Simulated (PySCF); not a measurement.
C₂H₅BBrFO (SMILES CCOB(F)Br), singlet, at a GFN2-xTB geometry, atoms displaced at random by about 0.08 Å a coordinate; PySCF with R2SCAN/STO-3G, gradient.

The PySCF input:
```python
from pyscf import gto, scf, dft

mol = gto.M(
    atom='''
B    -0.000325   -0.631060    0.650747
F     0.490707   -1.530577    1.452657
Br    1.010523    0.837879    0.229796
O    -1.347587   -0.930766    0.246042
C    -1.898884   -0.096212   -0.973895
C    -1.368465   -0.488081   -2.327174
H    -2.907183   -0.239066   -0.797241
H    -1.671331    0.769347   -0.801402
H    -1.586024   -1.577027   -2.530475
H    -2.133037    0.055695   -2.877157
H    -0.470622   -0.257624   -2.566317
''',
    basis='sto-3g',
    charge=0,
    spin=0,
    verbose=4,
)

mf = dft.RKS(mol)
mf.xc = 'r2scan'
mf.conv_tol = 1e-6
mf.kernel()
g = mf.nuc_grad_method()
grad = g.kernel()
```

What the program printed (banner, timings and long lists left out):

```
PySCF version 2.14.0

[INPUT] verbose = 4
[INPUT] num. atoms = 11
[INPUT] num. electrons = 74
[INPUT] charge = 0
[INPUT] spin (= nelec alpha-beta = 2S) = 0
[INPUT] symmetry False subgroup None
[INPUT] Mole.unit = angstrom
[INPUT] Symbol           X                Y                Z      unit          X                Y                Z       unit  Magmom
[INPUT]  1 B     -0.000325000000  -0.631060000000   0.650747000000 AA   -0.000614160990  -1.192530568168   1.229733606382 Bohr   0.0
[INPUT]  2 F      0.490707000000  -1.530577000000   1.452657000000 AA    0.927301837407  -2.892371342558   2.745123882932 Bohr   0.0
[INPUT]  3 Br     1.010523000000   0.837879000000   0.229796000000 AA    1.909611712574   1.583361835524   0.434251504521 Bohr   0.0
[INPUT]  4 O     -1.347587000000  -0.930766000000   0.246042000000 AA   -2.546570359024  -1.758892826057   0.464951995140 Bohr   0.0
[INPUT]  5 C     -1.898884000000  -0.096212000000  -0.973895000000 AA   -3.588370702319  -0.181814329897  -1.840394824083 Bohr   0.0
[INPUT]  6 C     -1.368465000000  -0.488081000000  -2.327174000000 AA   -2.586024061053  -0.922339416604  -4.397721504209 Bohr   0.0
[INPUT]  7 H     -2.907183000000  -0.239066000000  -0.797241000000 AA   -5.493779663991  -0.451769265695  -1.506567145274 Bohr   0.0
[INPUT]  8 H     -1.671331000000   0.769347000000  -0.801402000000 AA   -3.158357853495   1.453855124756  -1.514430295679 Bohr   0.0
[INPUT]  9 H     -1.586024000000  -1.577027000000  -2.530475000000 AA   -2.997150986987  -2.980149121044  -4.781904715059 Bohr   0.0
[INPUT] 10 H     -2.133037000000   0.055695000000  -2.877157000000 AA   -4.030855743564   0.105248296508  -5.437038747375 Bohr   0.0
[INPUT] 11 H     -0.470622000000  -0.257624000000  -2.566317000000 AA   -0.889346688195  -0.486838803115  -4.849636278815 Bohr   0.0

nuclear repulsion = 407.477030030579
number of shells = 28
number of NR pGTOs = 144
number of NR cGTOs = 48
basis = sto-3g
ecp = {}

******** <class 'pyscf.dft.rks.RKS'> ********
method = RKS
initial guess = minao
damping factor = 0
level_shift factor = 0
DIIS = <class 'pyscf.scf.diis.CDIIS'>
diis_start_cycle = 1
diis_space = 8
diis_damp = 0
SCF conv_tol = 1e-06
SCF conv_tol_grad = None
SCF max_cycles = 50
direct_scf = True
direct_scf_tol = 1e-13
XC library pyscf.dft.libxc version 7.1.2
    S. Lehtola, C. Steigemann, M. J. T. Oliveira, and M. A. L. Marques,  SoftwareX 7, 1–5 (2018)
XC functionals = r2scan
    J. W. Furness, A. D. Kaplan, J. Ning, J. P. Perdew, and J. Sun,  J. Phys. Chem. Lett. 11, 8208–8215 (2020)
    J. W. Furness, A. D. Kaplan, J. Ning, J. P. Perdew, and J. Sun,  J. Phys. Chem. Lett. 11, 9248–9248 (2020)
    J. W. Furness, A. D. Kaplan, J. Ning, J. P. Perdew, and J. Sun,  J. Phys. Chem. Lett. 11, 8208–8215 (2020)
    J. W. Furness, A. D. Kaplan, J. Ning, J. P. Perdew, and J. Sun,  J. Phys. Chem. Lett. 11, 9248–9248 (2020)
radial grids:
    Treutler-Ahlrichs [JCP 102, 346 (1995); DOI:10.1063/1.469408] (M4) radial grids

becke partition: Becke, JCP 88, 2547 (1988); DOI:10.1063/1.454033
pruning grids: <function nwchem_prune>
grids dens level: 3
symmetrized grids: False
atomic radii adjust function: <function treutler_atomic_radii_adjust>
small_rho_cutoff = 0
Set gradient conv threshold to 0.001
Initial guess from minao.
tot grids = 140096
init E= -2818.65667614355
  HOMO = -0.446458472757638  LUMO = -0.119939663703852  gap/eV = 8.88503
cycle= 1 E= -2821.31956533653  delta_E= -2.66  |g|= 0.625  |ddm|= 4.14
  HOMO = -0.0490441065440482  LUMO = 0.12022216129589  gap/eV = 4.60597
cycle= 2 E= -2820.97215610577  delta_E= 0.347  |g|= 1.32  |ddm|= 2.27
  HOMO = -0.126473792921365  LUMO = 0.117496112605426  gap/eV = 6.63876
cycle= 3 E= -2821.43750853232  delta_E= -0.465  |g|= 0.279  |ddm|= 1.69
  HOMO = -0.128905712997877  LUMO = 0.131049508673402  gap/eV = 7.07374
cycle= 4 E= -2821.46293747873  delta_E= -0.0254  |g|= 0.0776  |ddm|= 0.503
  HOMO = -0.138665435981438  LUMO = 0.123760191738363  gap/eV = 7.14097
cycle= 5 E= -2821.46485249213  delta_E= -0.00192  |g|= 0.0189  |ddm|= 0.121
  HOMO = -0.141583127300178  LUMO = 0.121094712194795  gap/eV = 7.14783
cycle= 6 E= -2821.46499471921  delta_E= -0.000142  |g|= 0.00265  |ddm|= 0.0343
  HOMO = -0.141581305402335  LUMO = 0.121555949426916  gap/eV = 7.16033
cycle= 7 E= -2821.46499728028  delta_E= -2.56e-06  |g|= 0.000929  |ddm|= 0.00533
  HOMO = -0.141602630663586  LUMO = 0.121506318625284  gap/eV = 7.15956
cycle= 8 E= -2821.46499757146  delta_E= -2.91e-07  |g|= 0.000156  |ddm|= 0.00145
  HOMO = -0.141623016531276  LUMO = 0.121526827022595  gap/eV = 7.16067
Extra cycle  E= -2821.46499756884  delta_E= 2.62e-09  |g|= 0.000179  |ddm|= 0.000465
converged SCF energy = -2821.46499756884

******** <class 'pyscf.grad.rks.Gradients'> for <class 'pyscf.dft.rks.RKS'> ********
unit = Eh/Bohr
grid_response = False
--------------- RKS gradients ---------------
         x                y                z
0 B     0.0644800129     0.0221829277     0.0164627581
1 F    -0.0111544643     0.0261073305    -0.0253829927
2 Br    -0.0159574063    -0.0322500495     0.0139552256
3 O    -0.0283354914    -0.0229800360     0.0271569335
4 C    -0.0330136961     0.2426323504    -0.0356318217
5 C     0.1889423836     0.0818205279    -0.0223355660
6 H     0.0666332288     0.0103900966     0.0085936638
7 H    -0.0617853158    -0.2480737929    -0.0480492243
8 H    -0.0101068263    -0.0212203119    -0.0043655312
9 H    -0.0069990073    -0.0054347898     0.0307719635
10 H    -0.1529889387    -0.0457220729     0.0327507813
----------------------------------------------
```
